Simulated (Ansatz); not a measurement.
Gas-phase electronic energies from Ansatz, PBE0-D4/def2-TZVP geometries. CBS: MP2 limit from def2 TZ/QZ plus the TZ coupled-cluster correction, frozen cores. Functionals use def2-TZVPP. B3LYP here is the variant with VWN-RPA as its local correlation; programs differ in this. One conformer a species, not always the lowest.

Reaction (ligand exchange at the Si–O bond): `O[SiH2]O[SiH2][SiH3]` + `S[SiH2]Cl` → `O[SiH2]S[SiH2]Cl` + `O[SiH2][SiH3]`

```tsv
level	ΔE (kcal/mol)	difference from CCSD(T)/CBS
PBE-D4	9.1	-3.9
r2SCAN-D4	11.8	-1.2
PBE0-D4	10.4	-2.6
B3LYP-D4	13.4	0.4
ωB97X-V	12.9	-0.1
ωB97M-V	12.6	-0.4
B2PLYP	14.2	1.2
PBE	9.8	-3.2
r2SCAN	11.9	-1.1
PBE0	10.9	-2.1
B3LYP	14.6	1.6
HF/def2-TZVPP	18.5	5.5
MP2/def2-TZVPP	12.7	-0.3
SCS-MP2/def2-TZVPP	14.3	1.3
CCSD/def2-TZVPP	14.9	1.9
CCSD(T)/def2-TZVPP	13.8	0.8
HF/def2-QZVPP	19.1	6.1
MP2/def2-QZVPP	12.3	-0.7
SCS-MP2/def2-QZVPP	14.0	1.0
HF/CBS(def2)	19.1	6.1
MP2/CBS(def2)	11.8	-1.2
CCSD/CBS(def2)	14.0	1.0
CCSD(T)/CBS	13.0	0
```

Largest T1 diagnostic among the species: 0.012.

From PBE to PBE0 (25 % exact exchange), in def2-TZVPP and without D4, ΔE moves by +1.1 kcal/mol. In def2-TZVPP, CCSD(T) changes the Hartree–Fock value by −4.7 kcal/mol (the triples alone add −1.0 kcal/mol) and MP2 by −5.9 kcal/mol. The D4 term adds −1.1 kcal/mol with B3LYP and −0.5 kcal/mol with PBE0; it sums over pairs of atoms, weighted by their polarisabilities, and B3LYP, whose exchange is more repulsive, gets the larger term.
